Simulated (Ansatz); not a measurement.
Sn8⁻: single points at one geometry.

```yaml
crystal:
  periodic: [false, false, false]
  atoms:
    - {symbol: Sn, position_ang: [-0.905218, 2.425857, -0.345186]}
    - {symbol: Sn, position_ang: [0.744075, -0.886462, -1.059608]}
    - {symbol: Sn, position_ang: [-0.877664, -2.673338, 0.703721]}
    - {symbol: Sn, position_ang: [1.796522, -1.569790, 1.646952]}
    - {symbol: Sn, position_ang: [-0.774811, 0.185573, 1.914280]}
    - {symbol: Sn, position_ang: [0.425655, 1.411104, -2.706164]}
    - {symbol: Sn, position_ang: [-2.300167, -0.313459, -0.836566]}
    - {symbol: Sn, position_ang: [1.891609, 1.420505, 0.682581]}
basis:
  gaussian: {orbitals: def2-SVP}
total_charge: -1
magnetization: {spin_polarized: true, initial_magnetization: 1}
hamiltonian: {xc: pbe0, dispersion: d4}
scf: {omitted_lower_state_checks: [starts]}
output: {orbitals: {seedname: orbitals}}
```

The file start.molden holds the orbitals of an earlier run on this structure, at another level or in another basis.

```sh
$ ansatz run in.yaml --threads 4 --pin off --events-out ev --progress --plain --max-ram 6963MiB
```

It prints (some lines left out):

```
Functional definition: PBE0
2736 factors; integrals over basis functions are off by at most 7.5e-5 eV
mean field evaluation 1: about -46663.0797 eV, gradient 8.9e0 eV
mean field evaluation 2: about -46662.1907 eV, gradient 1.3e1 eV
mean field evaluation 4: about -46663.4547 eV, gradient 2.8e0 eV
mean field evaluation 8: about -46663.5378 eV, gradient 1.9e-1 eV
mean field evaluation 16: about -46663.5386 eV, gradient 1.9e-3 eV
mean field evaluation 32: about -46663.5386 eV, gradient 1.2e-4 eV
mean field -46663.53856782 eV, -1714.8534126848 hartree, gradient 2.6e-6 eV, S^2 0.768442; 0 other end points of the search recorded, 0 dependent functions left out
reference -46663.53859636 eV, -1714.8534137337 hartree; 89, 88 occupied and 119, 120 virtual orbitals, 2736 factors
Total energy: -46664.40918090 eV, -1714.8854071254 hartree
Checks for a lower state left out: starts
```

It took 35 s on 4 threads of Arm Neoverse V2 on a shared host, peak host memory 2 GiB.

The first input with `gaussian: {orbitals: def2-SVP, initial_orbitals: start.molden}`, `hamiltonian: {xc: r2scan, dispersion: d4}` (abridged; 32 s):

```
Functional definition: r2SCAN
mean field -46679.67596050 eV, -1715.4464509275 hartree, gradient 3.1e-6 eV, S^2 0.774258
Total energy: -46679.85757004 eV, -1715.4531249551 hartree
Checks for a lower state left out: starts
```

The first input with `gaussian: {orbitals: def2-SVP, initial_orbitals: start.molden}`, `hamiltonian: {xc: pbe, dispersion: d4}` (abridged; 12 s):

```
Functional definition: PBE
mean field -46662.39553430 eV, -1714.8114069779 hartree, gradient 4.4e-6 eV, S^2 0.756091
Total energy: -46663.38338380 eV, -1714.8477097772 hartree
Checks for a lower state left out: starts
```

Geometry: PBE-D4/def2-SVP, that of the neutral singlet.

In the def2 sets Sn takes a core potential; there is no spin–orbit coupling. The structure comes from a short search, and lower isomers may exist.
